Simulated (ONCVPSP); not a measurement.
# tellurium (Te): excitation energies, all-electron against ONCV

- Element: Te (Z = 52)
- Generator: ONCVPSP 4.0.1
- Type: optimised norm-conserving Vanderbilt (ONCV)
- Functional: PBE
- Relativity: scalar-relativistic
- Frozen core: [Ar] 3d10
- Valence charge: 24
- Reference configuration: 4s2 4p6 4d10 5s2 5p4
- Partial waves: 4s+5s: rc 1.10 bohr, ncon 4, nbas 8, qcut 8.9 1/bohr, 2 projectors; 4p+5p: rc 1.30 bohr, ncon 4, nbas 8, qcut 13.1 1/bohr, 2 projectors; 4d: rc 1.10 bohr, ncon 3, nbas 8, qcut 14.8 1/bohr, 2 projectors, debl 1.5 Ha
- Local potential: polynomial inside 1.05 bohr (lpopt 3, dvloc0 0 Ha)
- Core correction: none

In the d channel the program set the typed energies aside and used -1.531, 0.250 Ha.

Energies are relative to the spin-unpolarised reference configuration 4s2 4p6 4d10 5s2 5p4; without spin polarisation the order of configurations can differ from experiment.

| valence configuration | charge | ΔE all-electron (eV) | error AE − PS (meV) |
| --- | --- | --- | --- |
| 4s2 4p6 4d10 5s2 5p3 | +1 | 9.729 | -1.9 |
| 4s2 4p6 4d10 5s2 5p1 | +3 | 54.552 | -12 |
| 4s2 4p6 4d9 5s2 5p5 | 0 | 38.256 | +0.3 |

(1) What are ΔE and the potential's error for 4s2 4p6 4d10 5s2 5p2?

Levels in the configuration 4s2 4p6 4d9 5s2 5p5:

```
level  all-electron (eV)  pseudo (eV)
   4s           -171.748     -171.734
   4p           -121.438     -121.431
   4d            -47.853      -47.827
   5s            -16.950      -16.948
   5p             -7.015       -7.014
```

Answers

(1) ΔE = 27.654 eV all-electron; the error (AE − PS) is -5.8 meV.
